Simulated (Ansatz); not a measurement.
`B[SiH](F)[SiH2]N` + `N[SiH](N)O` → `N[SiH2]N[SiH](N)O` + `B[SiH2]F`  (cleavage of the Si–Si bond)

Gas-phase electronic energies from Ansatz, PBE0-D4/def2-TZVP geometries. CCSD(T)/CBS is the MP2 limit (def2-TZVPP, def2-QZVPP) plus CCSD(T) − MP2 in def2-TZVPP, frozen cores. DFT in def2-TZVPP. One conformer a species, not always the lowest.

```json
{"level": "B2PLYP", "ΔE (kJ/mol)": "-90.4"}
{"level": "MP2/def2-QZVPP", "ΔE (kJ/mol)": "-99.8"}
```

Task: What does CCSD(T)/CBS give? (Best estimate.)

Result: Ansatz gave: -91.1 kJ/mol. The listed levels differ from it by 0.7, -8.7 kJ/mol.

Largest T1 diagnostic among the species: 0.013.

The D4 term adds −5.7 kJ/mol with B3LYP and −3.1 kJ/mol with PBE0; it sums over pairs of atoms, weighted by their polarisabilities, and B3LYP, whose exchange is more repulsive, gets the larger term. From PBE to PBE0 (25 % exact exchange), in def2-TZVPP and without D4, ΔE moves by −8.6 kJ/mol.

B3LYP here is the variant with VWN-RPA as its local correlation; programs differ in this.
